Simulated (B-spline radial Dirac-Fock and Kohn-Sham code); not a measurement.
## The Kα2 (K-L2) line from Sc to Ge

These are calculated numbers from a radial atomic solver; the model is multi-electron Dirac-Fock with separately optimised hole states, Breit and Lamb-shift corrections added in first order. Free neutral atoms. The model has no electron correlation.

The screening constant σ is defined by E = 0.7500·Ry·(Z − σ)², the hydrogen-like form of Moseley's law.

```
 Z  element  computed (eV)  tabulated (eV)     √E     σ
21       Sc         4085.0          4086.1  63.91  0.99
22       Ti         4503.9          4504.9  67.11  0.99
23        V         4943.8          4944.6  70.31  0.99
24       Cr         5405.4          5405.5  73.52  0.98
25       Mn         5886.5          5887.6  76.72  0.98
26       Fe         6389.6          6390.9  79.94  0.98
27       Co              ?               ?      ?     ?
28       Ni         7459.4          7460.9  86.37  0.96
29       Cu         8027.1          8027.9  89.59  0.95
30       Zn         8614.7          8615.8  92.82  0.94
31       Ga         9223.8          9224.8  96.04  0.93
32       Ge         9854.3          9855.3  99.27  0.92
```

Q: Estimate the missing row, Co.

A: Computed 6913.9 eV, tabulated 6915.3 eV, √E = 83.15, σ = 0.97.

Tabulated energies: xraylib 4.2 line table, elements in their standard states.
